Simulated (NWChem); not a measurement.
System: C2H4F2OSi; SMILES F[Si]1(F)CCO1

Parts of the log:

```
             Northwest Computational Chemistry Package (NWChem) 7.3.0
             --------------------------------------------------------

 CS  symmetry detected

                             Geometry "geometry" -> ""
                             -------------------------

 Output coordinates in angstroms (scale by  1.889725989 to convert to a.u.)

  No.       Tag          Charge          X              Y              Z
 ---- ---------------- ---------- -------------- -------------- --------------
    1 F                    9.0000     0.00600734    -1.42288770    -1.23405965
    2 Si                  14.0000    -0.04737310    -0.41492866     0.00000000
    3 F                    9.0000     0.00600734    -1.42288770     1.23405965
    4 C                    6.0000    -1.14058966     1.12893147     0.00000000
    5 C                    6.0000     0.20566200     1.86761095     0.00000000
    6 O                    8.0000     1.10778118     0.73563552     0.00000000
    7 H                    1.0000    -1.74292674     1.31649407    -0.88228610
    8 H                    1.0000    -1.74292674     1.31649407     0.88228610
    9 H                    1.0000     0.39413063     2.46182649     0.89227566
   10 H                    1.0000     0.39413063     2.46182649    -0.89227566

 Effective nuclear repulsion energy (a.u.)     330.4855512181

      Symmetry information
      --------------------

 Group name             Cs
 Group number              2
 Group order               2
 No. of unique centers     7

                                Z-matrix (autoz)
                                --------

 Units are Angstrom for bonds and degrees for angles

      Type          Name      I     J     K     L     M      Value
      ----------- --------  ----- ----- ----- ----- ----- ----------
    1 Stretch                  1     2                       1.59428
    2 Stretch                  2     3                       1.59428
    3 Stretch                  2     4                       1.89173
    4 Stretch                  2     6                       1.63039
    5 Stretch                  4     5                       1.53559
    6 Stretch                  4     7                       1.08463
    7 Stretch                  4     8                       1.08463
    8 Stretch                  5     6                       1.44748
    9 Stretch                  5     9                       1.08847
   10 Stretch                  5    10                       1.08847
   11 Bend                     1     2     3               101.43863
   12 Bend                     1     2     4               122.36582
   13 Bend                     1     2     6               114.98894
   14 Bend                     2     4     5                83.45075
   15 Bend                     2     4     7               117.51985
   16 Bend                     2     4     8               117.51985
   17 Bend                     2     6     5                96.33311
   18 Bend                     3     2     4               122.36582
   19 Bend                     3     2     6               114.98894
   20 Bend                     4     2     6                80.41660
   21 Bend                     4     5     6                99.79954
   22 Bend                     4     5     9               114.48205
   23 Bend                     4     5    10               114.48205
   24 Bend                     5     4     7               113.80848
   25 Bend                     5     4     8               113.80848
   26 Bend                     6     5     9               108.60324
   27 Bend                     6     5    10               108.60324
   28 Bend                     7     4     8               108.86791
   29 Bend                     9     5    10               110.11989
   30 Torsion                  1     2     4     5        -113.59148
   31 Torsion                  1     2     4     7          -0.11582
   32 Torsion                  1     2     4     8         132.93287
   33 Torsion                  1     2     6     5         121.35091
   34 Torsion                  2     4     5     6           0.00000
   35 Torsion                  2     4     5     9        -115.74504
   36 Torsion                  2     4     5    10         115.74504
   37 Torsion                  2     6     5     4           0.00000
   38 Torsion                  2     6     5     9         120.12360
   39 Torsion                  2     6     5    10        -120.12360
   40 Torsion                  3     2     4     5         113.59148
   41 Torsion                  3     2     4     7        -132.93287
   42 Torsion                  3     2     4     8           0.11582
   43 Torsion                  3     2     6     5        -121.35091
   44 Torsion                  4     2     6     5           0.00000
   45 Torsion                  5     4     2     6           0.00000
   46 Torsion                  6     2     4     7         113.47566
   47 Torsion                  6     2     4     8        -113.47566
   48 Torsion                  6     5     4     7        -117.23853
   49 Torsion                  6     5     4     8         117.23853
   50 Torsion                  7     4     5     9         127.01643
   51 Torsion                  7     4     5    10          -1.49348
   52 Torsion                  8     4     5     9           1.49348
   53 Torsion                  8     4     5    10        -127.01643

  pbe96 is a nonlocal functional; adding pw91lda local functional.

                           NWChem Geometry Optimization
                           ----------------------------

 maximum gradient threshold         (gmax) =   0.000450
 rms gradient threshold             (grms) =   0.000300
 maximum cartesian step threshold   (xmax) =   0.001800
 rms cartesian step threshold       (xrms) =   0.001200
 fixed trust radius                (trust) =   0.300000
 source of zmatrix                         =   autoz

          -------------------
          Energy Minimization
          -------------------

 Using diagonal initial Hessian
 Scaling for Hessian diagonals: bonds = 1.00  angles = 0.25  torsions = 0.10

          --------
          Step   0

                                 NWChem DFT Module
                                 -----------------

 Summary of "ao basis" -> "ao basis" (spherical)
 ------------------------------------------------------------------------------
       Tag                 Description            Shells   Functions and Types
 ---------------- ------------------------------  ------  ---------------------
 F                          def2-svp                 6       14   3s2p1d
 Si                         def2-svp                 8       18   4s3p1d
 C                          def2-svp                 6       14   3s2p1d
 O                          def2-svp                 6       14   3s2p1d
 H                          def2-svp                 3        5   2s1p

      Symmetry analysis of basis
      --------------------------

        a'         67
        a"         41

            General Information
            -------------------
          SCF calculation type: DFT
          Wavefunction type:  closed shell.
          No. of atoms     :    10
          No. of electrons :    56
           Alpha electrons :    28
            Beta electrons :    28
          Charge           :     0
          Spin multiplicity:     1
          Use of symmetry is: on ; symmetry adaption is: on
          Maximum number of iterations: 150
          AO basis - number of functions:   108
                     number of shells:    50
          Convergence on energy requested:  1.00D-06
          Convergence on density requested:  1.00D-05
          Convergence on gradient requested:  5.00D-04

              XC Information
              --------------
          PerdewBurkeErnzerhof Exchange Functional  1.000
            Perdew 1991 LDA Correlation Functional  1.000 local
           PerdewBurkeErnz. Correlation Functional  1.000 non-local

             Grid Information
             ----------------
          Grid used for XC integration:  medium
          Radial quadrature: Mura-Knowles
          Angular quadrature: Lebedev.
          Tag              B.-S. Rad. Rad. Pts. Rad. Cut. Ang. Pts.
          ---              ---------- --------- --------- ---------
          F                   0.50       49          11.0       434
          Si                  1.10       88           9.0       590
          C                   0.70       49           8.0       434
          O                   0.60       49           9.0       434
          H                   0.35       45          10.0       434
          Grid pruning is: on
          Number of quadrature shells:   374
          Spatial weights used:  Erf1

           DFT-D3BJ Model
          s6 scale factor  :        1.000000000000
          s8 scale factor  :        0.787500000000
          a1 parameter     :        0.428900000000
          a2 parameter     :        4.440700000000
              vdW contrib  :       -0.007403588719

      Superposition of Atomic Density Guess
      -------------------------------------

 Sum of atomic energies:        -639.26145803

      Non-variational initial energy
      ------------------------------

 Total energy =    -641.812546
 1-e energy   =   -1542.123934
 2-e energy   =     569.825836
 HOMO         =      -0.384976
 LUMO         =       0.065160

      Symmetry analysis of molecular orbitals - initial
      -------------------------------------------------

  Numbering of irreducible representations:

     1 a'          2 a"

  Orbital symmetries:

     1 a'          2 a'          3 a"          4 a'          5 a'
     6 a'          7 a'          8 a'          9 a"         10 a'
    11 a'         12 a'         13 a"         14 a'         15 a'
    16 a'         17 a"         18 a'         19 a'         20 a"
    21 a'         22 a"         23 a"         24 a'         25 a"
    26 a'         27 a'         28 a"         29 a'         30 a'
    31 a'         32 a"         33 a'         34 a"         35 a'
    36 a'         37 a"         38 a'

   convergence    iter        energy       DeltaE   RMS-Dens  Diis-err
 ---------------- ----- ----------------- --------- --------- ---------
 d= 0,ls=0.0,diis     1   -642.1477069333 -9.73D+02  1.92D-02  1.22D+00
 d= 0,ls=0.0,diis     2   -641.9154106015  2.32D-01  1.13D-02  4.00D+00
 d= 0,ls=0.0,diis     3   -642.2783034950 -3.63D-01  2.05D-03  5.02D-02
 d= 0,ls=0.0,diis     4   -642.2801855555 -1.88D-03  1.11D-03  2.61D-02
 d= 0,ls=0.0,diis     5   -642.2828173228 -2.63D-03  2.89D-04  2.27D-03
  Resetting Diis
 d= 0,ls=0.0,diis     6   -642.2830049300 -1.88D-04  9.18D-05  1.66D-04
 d= 0,ls=0.0,diis     7   -642.2830240108 -1.91D-05  4.26D-05  6.72D-06
 d= 0,ls=0.0,diis     8   -642.2830226883  1.32D-06  2.60D-05  1.84D-05
 d= 0,ls=0.0,diis     9   -642.2830247918 -2.10D-06  4.10D-06  3.97D-07
 d= 0,ls=0.0,diis    10   -642.2830248284 -3.66D-08  1.00D-06  1.82D-08

         Total DFT energy =     -642.283024828357
      One electron energy =    -1545.732624498944
           Coulomb energy =      635.368174765139
    Exchange-Corr. energy =      -62.396722723953
 Nuclear repulsion energy =      330.485551218120

    Dispersion correction =       -0.007403588719

 Numeric. integr. density =       55.999996250015

                  Occupations of the irreducible representations
                  ----------------------------------------------

                     irrep           alpha         beta
                     --------     --------     --------
                     a'               19.0         19.0
                     a"                9.0          9.0

[...]

      ----------------------
      Optimization converged
      ----------------------

  Step       Energy      Delta E   Gmax     Grms     Xrms     Xmax
  ---- ---------------- -------- -------- -------- -------- --------
@    5    -642.28917561 -1.4D-06  0.00018  0.00005  0.00049  0.00115
                                     ok       ok       ok       ok

                                Z-matrix (autoz)
                                --------

 Units are Angstrom for bonds and degrees for angles

[...]

 Rotational Constants
 --------------------
 A=   0.151513 cm-1  (  0.217989 K)
 B=   0.083162 cm-1  (  0.119649 K)
 C=   0.075469 cm-1  (  0.108580 K)

 Temperature                      =   298.15K
 frequency scaling parameter      =   1.0000

 Zero-Point correction to Energy  =   40.247 kcal/mol  (  0.064138 au)
 Thermal correction to Energy     =   44.190 kcal/mol  (  0.070421 au)
 Thermal correction to Enthalpy   =   44.782 kcal/mol  (  0.071365 au)

 Total Entropy                    =   79.185 cal/mol-K
   - Translational                =   39.984 cal/mol-K (mol. weight = 109.9999)
   - Rotational                   =   26.919 cal/mol-K (symmetry #  =        1)
   - Vibrational                  =   12.282 cal/mol-K

 Cv (constant volume heat capacity) =   21.785 cal/mol-K
   - Translational                  =    2.979 cal/mol-K
   - Rotational                     =    2.979 cal/mol-K
   - Vibrational                    =   15.826 cal/mol-K

[normal modes left out]

 ----------------------------------------------------------------------------
 Normal Eigenvalue ||           Projected Infra Red Intensities
  Mode   [cm**-1]  || [atomic units] [(debye/angs)**2] [(KM/mol)] [arbitrary]
 ------ ---------- || -------------- ----------------- ---------- -----------
    1       -0.000 ||    0.001367           0.032         1.333       0.507
    2       -0.000 ||    0.001237           0.029         1.205       0.458
    3       -0.000 ||    0.000441           0.010         0.430       0.163
    4       -0.000 ||    0.000890           0.021         0.868       0.330
    5       -0.000 ||    0.000007           0.000         0.007       0.003
    6        0.000 ||    0.000218           0.005         0.213       0.081
    7      114.269 ||    0.000058           0.001         0.057       0.022
    8      171.342 ||    0.000210           0.005         0.204       0.078
    9      276.509 ||    0.011912           0.275        11.612       4.416
   10      283.475 ||    0.013772           0.318        13.426       5.106
   11      315.519 ||    0.022368           0.516        21.805       8.293
   12      526.184 ||    0.022533           0.520        21.966       8.354
   13      678.678 ||    0.004879           0.113         4.756       1.809
   14      735.100 ||    0.040524           0.935        39.505      15.024
   15      804.496 ||    0.075367           1.739        73.471      27.942
   16      851.621 ||    0.003987           0.092         3.886       1.478
   17      918.286 ||    0.094165           2.172        91.797      34.912
   18      937.545 ||    0.060234           1.390        58.719      22.332
   19      952.500 ||    0.158785           3.663       154.792      58.870
   20      979.098 ||    0.103899           2.397       101.286      38.521
   21     1072.425 ||    0.103040           2.377       100.449      38.202
   22     1129.017 ||    0.000569           0.013         0.554       0.211
   23     1166.180 ||    0.000173           0.004         0.169       0.064
   24     1283.280 ||    0.007333           0.169         7.149       2.719
   25     1364.876 ||    0.015781           0.364        15.384       5.851
   26     1449.432 ||    0.000061           0.001         0.060       0.023
   27     2979.016 ||    0.044217           1.020        43.105      16.394
   28     3035.270 ||    0.001153           0.027         1.124       0.427
   29     3038.431 ||    0.019365           0.447        18.878       7.179
   30     3104.417 ||    0.000624           0.014         0.608       0.231
 ----------------------------------------------------------------------------
```

Level: PBE-D3(BJ)/def2-SVP. 

Reconstruct the input file.

This is not unique; one that fits is the input that was run:
```
start job
memory heap 200 mb stack 900 mb global 1100 mb
geometry units angstroms
  F      1.314108    -1.201275     0.345691
  Si     0.282164    -0.088924    -0.143765
  F      1.196087     0.784793    -1.114863
  C     -1.524168    -0.487658    -0.539748
  C     -1.804184     0.396029     0.684478
  O     -0.448334     0.746229     1.050836
  H     -1.848184    -1.515809    -0.420927
  H     -1.932563    -0.095878    -1.465145
  H     -2.351681     1.310849     0.464715
  H     -2.266347    -0.125159     1.520756
end
basis spherical
  * library def2-svp
end
dft
  xc xpbe96 cpbe96
  disp vdw 4
  iterations 150
end
driver
  maxiter 120
end
task dft optimize
task dft freq
```
